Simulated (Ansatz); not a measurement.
Calculated with Ansatz (gas phase, PBE0-D4/def2-TZVP geometries, no zero-point term in ΔE). CCSD(T)/CBS is the MP2 limit (def2-TZVPP, def2-QZVPP) plus CCSD(T) − MP2 in def2-TZVPP, frozen cores. This one scheme is used for every species. Functionals use def2-TZVPP. B3LYP here is the variant with VWN-RPA as its local correlation; programs differ in this. Triplets are unrestricted, without spin–orbit coupling. One conformer a species, not always the lowest.

Consider the formal loss of a carbene: `C[SiH2]NC=S` → `[SiH3]NC=S` + `[CH2]` (triplet).

| level | ΔE (kcal/mol) | difference from CCSD(T)/CBS |
| --- | --- | --- |
| PBE-D4 | 119.6 | 1.8 |
| r2SCAN-D4 | 113.0 | -4.8 |
| PBE0-D4 | 117.6 | -0.2 |
| ωB97X-V | 119.9 | 2.1 |
| ωB97M-V | 119.0 | 1.2 |
| B2PLYP | 114.5 | -3.3 |
| PBE | 117.3 | -0.5 |
| r2SCAN | 112.4 | -5.4 |
| PBE0 | 115.6 | -2.2 |
| B3LYP | 112.1 | -5.7 |
| MP2/def2-TZVPP | 118.4 | 0.6 |
| SCS-MP2/def2-TZVPP | 117.3 | -0.5 |
| HF/def2-QZVPP | 79.6 | -38.2 |
| MP2/def2-QZVPP | 120.2 | 2.4 |
| HF/CBS(def2) | 79.6 | -38.2 |
| MP2/CBS(def2) | 121.6 | 3.8 |
| CCSD(T)/CBS | 117.8 | 0 |

Largest T1 diagnostic among the species: 0.017.

From PBE to PBE0 (25 % exact exchange), in def2-TZVPP and without D4, ΔE moves by −1.7 kcal/mol. The D4 term adds +3.6 kcal/mol with B3LYP and +2.0 kcal/mol with PBE0; it sums over pairs of atoms, weighted by their polarisabilities, and B3LYP, whose exchange is more repulsive, gets the larger term. In def2-TZVPP, CCSD(T) changes the Hartree–Fock value by +35.0 kcal/mol (the triples alone add +3.1 kcal/mol) and MP2 by +38.7 kcal/mol.
